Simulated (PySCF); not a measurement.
A GIAO shielding run with PySCF 2.14.0 with density-fitted response routines (density fitting, non-relativistic, gas phase) on SMILES CN1C[Si@@H](Cl)C[Si@@H]1CC#N, C₅H₁₁ClN₂Si₂:

```
$ OMP_NUM_THREADS=1 python probes_run.py task.json out

{"job": {"kind": "nmr", "xc": "PBE0", "basis": "pcSseg-1"}, "charge": 0, "multiplicity": 1}
C     -0.091152    -1.098902    -1.852639
N     -0.343321    -0.192855    -0.757028
C     -1.538027     0.611775    -0.930048
Si    -1.696055     1.819245     0.541048
Cl    -3.450644     1.505558     1.484606
C     -0.237111     1.260021     1.608865
Si     0.285780    -0.391590     0.824467
C      2.192987    -0.540175     0.707342
C      2.559750    -1.817451     0.199727
N      2.825158    -2.852526    -0.213063
H      0.014486    -0.534884    -2.783735
H      0.825147    -1.653845    -1.671079
H     -0.910065    -1.815322    -1.977082
H     -1.462001     1.141534    -1.885473
H     -2.422463    -0.034856    -1.008044
H     -1.637146     3.215979     0.110983
H      0.567321     1.990019     1.585604
H     -0.509952     1.130840     2.651647
H     -0.216051    -1.532868     1.614724
H      2.601357     0.229650     0.052189
H      2.633084    -0.422405     1.696516
```

Hardware: 1 thread of an Arm Neoverse V1, shared host. The job also computes population analyses, field gradients, ring-centre shieldings.

(1) How large is the calculation?

(2) How long does it take, and how much memory does it need?

Results:

(1) 100 electrons, 246 basis functions and 1336 auxiliary functions.

(2) 88 s of wall time, with 14 SCF cycles and 5 response iterations; peak memory 1.1 GiB. Times on a shared host scatter by some tens of per cent.
